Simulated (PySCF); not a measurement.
# Molecular orbitals of ZnBr

BLYP at R = 2.316 Å; PySCF, no relativity, basis sets Zn def2-TZVPP, Br def2-TZVPP. State: ²Σ⁺ (doublet), unpaired electrons σ ↑. Only the outer orbitals are listed, counted within each symmetry.

| spin | orbital | occ. | ε (eV) | on Zn (%) | main shells (%) |
| --- | --- | --- | --- | --- | --- |
| α | 14σ | 1 | -8.75 | 41 | 57 Br p, 35 Zn s |
| α | 7π | 1 | -6.81 | 5 | 95 Br p |
| α | 7π | 1 | -6.81 | 5 | 95 Br p |
| α | 15σ | 1 | -5.45 | 76 | 58 Zn s, 24 Br p, 18 Zn p |
| α | 8π | 0 | -1.55 | 96 | 95 Zn p |
| α | 8π | 0 | -1.55 | 96 | 95 Zn p |
| α | 16σ | 0 | 0.21 | 101 | 90 Zn p |
| β | 14σ | 1 | -8.44 | 39 | 59 Br p, 33 Zn s |
| β | 7π | 1 | -6.73 | 5 | 95 Br p |
| β | 7π | 1 | -6.73 | 5 | 95 Br p |
| β | 15σ | 0 | -4.65 | 78 | 64 Zn s, 22 Br p, 13 Zn p |
| β | 8π | 0 | -1.17 | 97 | 97 Zn p |
| β | 8π | 0 | -1.17 | 97 | 97 Zn p |

Problem. Which are the highest filled and the lowest empty level, where do they sit, and how wide is the gap?

Solution. Highest filled α 15σ at -5.45 eV (in %: 58 Zn s, 24 Br p, 18 Zn p); lowest empty β 15σ at -4.65 eV (in %: 64 Zn s, 22 Br p, 13 Zn p); the gap at BLYP is 0.80 eV.

- bond order (Mayer): 1.07
- ⟨S²⟩: 0.751
- charge on Zn (Mulliken, basis-dependent): 0.27
- charge on Zn (Löwdin, basis-dependent): -0.04
- dipole moment (positive dipole means Zn(−)Br(+)): -2.27 D

Shares are Mulliken populations and can fall outside 0 to 100 %.

Spin–orbit coupling is left out. The state is the lowest determinant that a PBE0 search found; another state may lie lower at other levels.
